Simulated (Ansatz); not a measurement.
CrN4F2H12 (relaxed from a model of trans-CrF2(NH3)4, whose bonding it doesn't keep). Charge 0, multiplicity 5. Geometry PBE-D4/def2-SVP.

```xyz
19

Cr    0.015   -0.050   -0.063
F     1.851    0.161   -0.454
F    -1.816   -0.260    0.357
N    -0.323    1.780   -1.069
H     0.323    1.857   -1.866
H    -0.119    2.587   -0.464
H    -1.333    1.855   -1.385
N     0.357   -1.874    0.946
H    -0.383   -2.004    1.649
H     1.323   -1.868    1.384
H     0.305   -2.686    0.316
N     3.060   -1.309    1.543
H     3.386   -0.717    2.319
H     2.822   -0.665    0.750
H     3.876   -1.863    1.250
N    -3.107    1.424   -1.393
H    -3.557    0.919   -2.168
H    -3.844    2.006   -0.972
H    -2.836    0.706   -0.680
```

B3LYP takes the VWN-RPA correlation. In the quintet geometry the species has come apart into loosely held pieces.

**Question.** Estimate the α-spin orbital energies around the gap (eV) in Ansatz with HF/STO-3G, r2SCAN-D4/def2-TZVP, B3LYP-D4/def2-TZVP, PBE0-D4/def2-SVP, ωB97X-V/def2-TZVP.

**Answer.** 
| orbital | HF/STO-3G | r2SCAN-D4/def2-TZVP | B3LYP-D4/def2-TZVP | PBE0-D4/def2-SVP | ωB97X-V/def2-TZVP |
| --- | --- | --- | --- | --- | --- |
| HOMO−9 | -7.17 | -7.94 | -9.16 | -8.96 | -12.04 |
| HOMO−8 | -7.00 | -7.81 | -8.95 | -8.56 | -11.74 |
| HOMO−7 | -6.88 | -7.61 | -8.82 | -8.46 | -11.70 |
| HOMO−6 | -6.82 | -7.04 | -8.12 | -7.88 | -10.88 |
| HOMO−5 | -6.55 | -6.47 | -7.40 | -7.33 | -10.17 |
| HOMO−4 | -6.34 | -6.45 | -7.39 | -7.31 | -10.15 |
| HOMO−3 | -4.37 | -4.38 | -5.69 | -5.97 | -8.55 |
| HOMO−2 | -4.01 | -4.18 | -5.31 | -5.48 | -8.14 |
| HOMO−1 | -3.41 | -3.98 | -5.26 | -5.43 | -8.03 |
| HOMO | -2.97 | -3.67 | -5.02 | -5.16 | -7.86 |
| LUMO | 11.55 | -0.27 | -0.03 | 0.42 | 1.90 |
| LUMO+1 | 14.20 | 0.16 | 0.76 | 1.54 | 3.01 |
| LUMO+2 | 15.96 | 1.05 | 0.88 | 1.97 | 3.53 |
| LUMO+3 | 17.20 | 1.62 | 1.34 | 2.55 | 3.64 |
| LUMO+4 | 17.61 | 1.79 | 1.44 | 2.63 | 3.88 |
| LUMO+5 | 17.79 | 1.99 | 2.31 | 3.14 | 4.38 |
| β HOMO | -6.34 | -6.43 | -7.37 | -7.28 | -10.12 |
| β LUMO | 12.87 | -0.58 | -0.65 | 0.08 | 1.30 |
